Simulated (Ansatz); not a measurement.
**Ligand exchange: C3H10BN + Si(CH3)3(NH2) → C2H9BN2 + Si(CH3)4**

Species: C3H10BN `CBN(C)C`, singlet; Si(CH3)3(NH2), singlet; C2H9BN2 `CN(C)BN`, singlet; Si(CH3)4 (tetramethylsilane), singlet. The partners trade CH3 for NH2: B–CH3 and Si–NH2 bonds give way to B–NH2 and Si–CH3.

Shapes, held fixed at every level: PBE0-D4/def2-TZVP. Flexible molecules stand in one conformer, not always the lowest. Programs: Ansatz 0.2.0. Electronic energies: no zero-point or thermal term.

(1) Estimate ΔE of this reaction.

## Answers

(1) The highest level, CCSD(T)/CBS estimate, gives ΔE = -31.8 kJ/mol; the levels span -44.6 to -31.8. The column of differences is taken from that level and isn't an error. No measured value is set beside it here. The CBS estimate extrapolates MP2 from def2-TZVPP and def2-QZVPP and adds CCSD(T) − MP2 in the triple-zeta set, cores frozen.

```csv
level,kind,ΔE (kJ/mol),less CCSD(T)/CBS estimate
HF/def2-SVP,Hartree–Fock,-44.6,-12.8
PBE-D4/def2-TZVPP,GGA,-37.9,-6.1
r2SCAN-D4/def2-TZVPP,meta-GGA,-36.3,-4.5
BHLYP-D4/def2-TZVPP,global hybrid,-35.3,-3.5
r2SCAN0-D4/def2-TZVPP,global hybrid,-36.4,-4.6
CCSD(T)/def2-TZVPP,coupled cluster or CI,-32.2,-0.4
CCSD/def2-TZVPP,coupled cluster or CI,-32.3,-0.5
CCSD(T)/CBS estimate,coupled cluster or CI,-31.8,0.0
```
